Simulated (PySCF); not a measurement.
**Two-component Hartree-Fock for Ti⁹⁺ (titanium, charge +9)**

Start: [Ne] 3s2 3p1; 3p1/2 filled at m_j = +1/2. Calculated with PySCF 2.14 in an uncontracted even-tempered set (20 s from 0.53 bohr⁻², ratio 2.4; 13 p from 0.69 bohr⁻², ratio 2.4; 5 d from 3.1 bohr⁻², ratio 2.6; 4 f from 4.7 bohr⁻², ratio 2.6): generalised Hartree-Fock with the X2C-1e Hamiltonian and a Gaussian nucleus; one run each with spin-orbit coupling (SO) switched off, then screened by Boettger's factors.

| spinor shell | electrons | ε, spin-free (eV) | ε, screened SO (eV) | weight of nominal j (screened SO) | rms radius, screened SO (bohr) |
| --- | --- | --- | --- | --- | --- |
| 1s1/2 | 2 | -5229.5 | -5229.3 | 1.000 | 0.0804 |
| 2s1/2 | 2 | -790.30 | -790.21 | 1.000 | 0.347 |
| 2p1/2 | 2 | -686.36 | -691.24 | 0.999 | 0.315 |
| 3s1/2 | 2 | -238.84 | -238.79 | 0.999 | 0.943 |
| 3p1/2 | 1 | -215.74 | -216.36 | 0.991 | 0.958 |

**Question.** Where does 2p3/2 lie, and what is the 2p spin-orbit splitting (screened SO)?

**Answer.** At -683.83 eV, 7.411 eV above 2p1/2.

```json
{"quantity": "E (hartree)", "spin-free": "-823.27085", "screened SO": "-823.30050"}
{"quantity": "M_J", "spin-free": "1/2", "screened SO": "1/2"}
{"quantity": "⟨J²⟩", "spin-free": "1.072", "screened SO": "0.781"}
{"quantity": "⟨L²⟩", "spin-free": "2.016", "screened SO": "2.015"}
{"quantity": "⟨S²⟩", "spin-free": "0.755", "screened SO": "0.755"}
```

Each row is a mean over spinors that exchange with the open shell spreads, by up to 3.313 eV (2p1/2).

Without spin-orbit coupling the j labels of p, d and f shells carry no meaning; the spin-free column gives the mean over the occupied spinors of each nl shell, and its ⟨J²⟩ belongs to a mixture of degenerate components.
